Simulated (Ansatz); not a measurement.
Frontier orbitals of C2H7BClN (`CNB(C)Cl`).

| atom | x (Å) | y (Å) | z (Å) |
| --- | --- | --- | --- |
| C1 | -0.2197 | 1.5440 | -1.2165 |
| N2 | -0.3128 | 0.2522 | -0.5790 |
| B3 | 0.3206 | -0.2145 | 0.5660 |
| C4 | 0.1024 | -1.6605 | 1.1251 |
| Cl5 | 1.4329 | 0.8757 | 1.4434 |
| H6 | 0.1524 | 1.4546 | -2.2413 |
| H7 | -1.1930 | 2.0425 | -1.2473 |
| H8 | 0.4691 | 2.1739 | -0.6567 |
| H9 | -0.9316 | -0.3934 | -1.0440 |
| H10 | -0.5896 | -2.2549 | 0.5229 |
| H11 | -0.2843 | -1.6215 | 2.1476 |
| H12 | 1.0536 | -2.1980 | 1.1798 |

The species carries charge 0 and has multiplicity 1. Geometry: relaxed with PBE0-D4/def2-TZVP. It is one conformer, not always the lowest. Basis def2-TZVPP, Ansatz 0.2.0.

Orbital energies of one run (eV). Highest occupied ones, from the top: -6.33, -6.95, -7.78, -8.42, -8.94, -9.40, -9.69, -10.62, -10.77, -11.69, -13.18, -16.57, -17.36, -20.05. Empty: -0.23, -0.02, 1.00, 1.28, 1.95, 2.30.

Question: Which functional gave them?
A. ωB97M-V
B. HSE06 (plane-wave form)
C. PBE
D. CAM-B3LYP

Answer: C. HOMO energies: PBE -6.33, CAM-B3LYP -9.04, HSE06 -7.25, ωB97M-V -9.95 eV.
